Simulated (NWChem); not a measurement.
System: C2H7ClSi; SMILES CC[SiH2]Cl

The following NWChem deck was run.

```
start job
memory heap 200 mb stack 900 mb global 1100 mb
geometry units angstroms
  Si     0.424192     0.822445    -0.170500
  Cl     1.155996    -0.967891     0.405586
  C     -1.341796     0.584779    -0.840452
  C     -2.307962     0.005134     0.190432
  H      0.418535     1.699021     0.999333
  H      1.295695     1.353336    -1.216649
  H     -1.728158     1.543225    -1.190530
  H     -1.320411    -0.073591    -1.711927
  H     -2.395111     0.665067     1.050971
  H     -3.299523    -0.124147    -0.240245
  H     -1.960690    -0.964845     0.539622
end
basis spherical
  * library def2-svp
end
dft
  xc pbe0
  iterations 150
end
driver
  maxiter 120
end
task dft optimize
task dft freq
```

The level has its own optimisation; frequencies are unscaled.

Problem. Predict the main results of this run. (PBE0/def2-SVP.) Quantities: r Cl–Si (Å); r C–Si (Å); r H–Si (Å); r C–C (Å); highest harmonic frequency (cm⁻¹); lowest (cm⁻¹); zero-point energy (kcal/mol); dipole (D).

Solution. 
```
Item                               Value
---------------------------------  -----
r Cl–Si (Å)                        2.080
r C–Si (Å)                         1.874
r H–Si (Å)                         1.492
r C–C (Å)                          1.526
highest harmonic frequency (cm⁻¹)   3153
lowest (cm⁻¹)                         86
zero-point energy (kcal/mol)        52.9
dipole (D)                          1.95
```
